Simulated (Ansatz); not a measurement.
Basis-set series for H3O3STa (`[OH][Ta]([OH])([OH])=[S]`). Charge 0, multiplicity 1. Ta: def2 effective core potential. The structure was optimised at the PBE0-D4/def2-TZVP level. It is one conformer, not always the lowest.

```json
{"functional": "PBE0-D4", "basis": "def2-TZVPP", "functions": "233", "energy (Eh)": "-682.67587", "HOMO (eV)": "-7.56", "LUMO (eV)": "-1.00"}
{"functional": "PBE0-D4", "basis": "def2-QZVPP", "functions": "412", "energy (Eh)": "-682.70130", "HOMO (eV)": "-7.60", "LUMO (eV)": "-1.08"}
{"functional": "ωB97M-V", "basis": "def2-TZVPP", "functions": "233", "energy (Eh)": "-682.88635", "HOMO (eV)": "-9.66", "LUMO (eV)": "1.05"}
{"functional": "ωB97M-V", "basis": "def2-QZVPP", "functions": "412", "energy (Eh)": "-682.91053", "HOMO (eV)": "-9.70", "LUMO (eV)": "0.49"}
```

(1) Give the rows for def2-SVP. (Best estimate.)

## Answers

(1) Ansatz gave: 
```
functional     basis  functions  energy (Eh)  HOMO (eV)  LUMO (eV)
   PBE0-D4  def2-SVP        107   -682.23604      -7.60      -0.91
   ωB97M-V  def2-SVP        107   -682.44048      -9.67       1.17
```

Positive LUMOs are unbound and depend on the basis.
